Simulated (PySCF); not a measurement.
# Ionising PbCl

UHF-CCSD(T); PySCF, scalar-relativistic core potentials, basis sets Pb def2-SVP with ECP60, Cl def2-SVP. Neutral (UHF): doublet (π ↑), Re = 2.499 Å, ωe = 324 cm⁻¹, De = 3.15 eV.

PbCl⁺ (RHF): singlet (closed shell), Re = 2.398 Å, ωe = 385 cm⁻¹. The energies at the minima are -651.46297 hartree for PbCl and -651.22264 for PbCl⁺.

**Question.** Work out the adiabatic ionisation energy, without and with harmonic zero-point energies (1 hartree = 27.2114 eV, 1 eV = 8065.5 cm⁻¹), and the change of the bond length.

**Answer.** At CCSD(T): 0.24033 hartree = 6.540 eV between the minima; the zero-point term (385.0 − 324.0)/2 cm⁻¹ = +0.004 eV makes it 6.543 eV. Re changes by -10.1 pm against the neutral. The electron leaves a π orbital, and the shorter bond of the ion fits an antibonding orbital, or a change in how ionic the bond is.

Correlated steps freeze 9 core orbitals. Correlated levels converge slowly with the basis: in double zeta they bind strong bonds too weakly, by up to about 1 eV, and carry superposition errors of some tenths. Spin–orbit coupling is left out, which matters for elements this heavy, above all for dissociation energies. States were picked by a PBE0 search and need not be the measured ground states.

Neutral and ion stand on different kinds of reference determinant, which adds to the error of the difference.
